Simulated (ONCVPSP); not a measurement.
# Cutoff test, chlorine (Cl), ONCV

```json
{
 "Element": "Cl (Z = 17)",
 "Generator": "ONCVPSP 4.0.1",
 "Type": "optimised norm-conserving Vanderbilt (ONCV)",
 "Functional": "PBEsol",
 "Relativity": "scalar-relativistic",
 "Frozen core": "[He]",
 "Valence charge": "15",
 "Reference configuration": "2s2 2p6 3s2 3p5",
 "Partial waves": "2s+3s: rc 0.65 bohr, ncon 4, nbas 7, qcut 24.3 1/bohr, 2 projectors; 2p+3p: rc 0.80 bohr, ncon 3, nbas 6, qcut 15.4 1/bohr, 2 projectors; d scattering state at 0.04 Ha: rc 0.65 bohr, ncon 4, nbas 8, qcut 15.4 1/bohr, 1 projector",
 "Local potential": "polynomial inside 0.60 bohr (lpopt 5, dvloc0 0 Ha)",
 "Core correction": "none"
}
```

Q: For each optimised wave give the share of its norm inside rc, the residual kinetic energy above qcut (Ha) and the cutoffs (Ha) for errors of 10, 1, 0.1 and 0.01 mHa per electron.

A:

```tsv
wave	norm inside rc	residual KE	10 mHa	1 mHa	0.1 mHa	0.01 mHa
2s	0.868	4.7e-08	131.4	174.2	209.4	238.5
3s	0.047	1.4e-08	94.4	149.2	193.6	229.6
2p	0.954	1.5e-04	92.2	106.8	143.7	not reached
3p	0.050	1.3e-04	84.8	103.9	122.0	245.7
d projector 1	0.000	4.0e-08	0.0	1.7	13.3	40.8
```

The occupied waves need 174 Ha and 209 Ha for 1 and 0.1 mHa. Rows with under 1 % of the norm inside rc give no meaningful cutoff. Its largest configuration-test error is +1371 meV.
